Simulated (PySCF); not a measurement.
# Phosphorus: a sound run and one with changed settings

Sound run: P⁺ [Ne] 3s2 3p2, P²⁺ [Ne] 3s2 3p1. Computed with PySCF 2.14 in cc-pV(T+d)Z, with the non-relativistic Hamiltonian (point nucleus). In the sound run the correlated levels freeze [Ne]. The sound run starts from symmetry-adapted Hartree-Fock orbitals and uses a fine grid where one is needed.

Changed run: a valence shell is frozen. This setting is unsound on purpose.

```
species   method  sound run (hartree)  changed run (hartree)  converged
     P⁺      MP2           -340.41454             -340.35856        yes
     P⁺  CCSD(T)           -340.43727             -340.36142        yes
```

Ionisation energy of P⁺:

```json
{"method": "UHF", "sound run (eV)": "19.163", "changed run (eV)": "19.163"}
{"method": "MP2", "sound run (eV)": "19.611", "changed run (eV)": "19.340"}
{"method": "SCS-MP2", "sound run (eV)": "19.520", "changed run (eV)": "19.222"}
{"method": "CCSD", "sound run (eV)": "19.649", "changed run (eV)": "19.418"}
{"method": "CCSD(T)", "sound run (eV)": "19.685", "changed run (eV)": "19.418"}
{"method": "CCSDT", "sound run (eV)": "n/a", "changed run (eV)": "19.418"}
{"method": "FCI", "sound run (eV)": "n/a", "changed run (eV)": "19.418"}
```

Freezing a valence shell removes pair correlation that changes on ionisation.

For comparison, NIST gives 19.769 eV between the lowest levels.
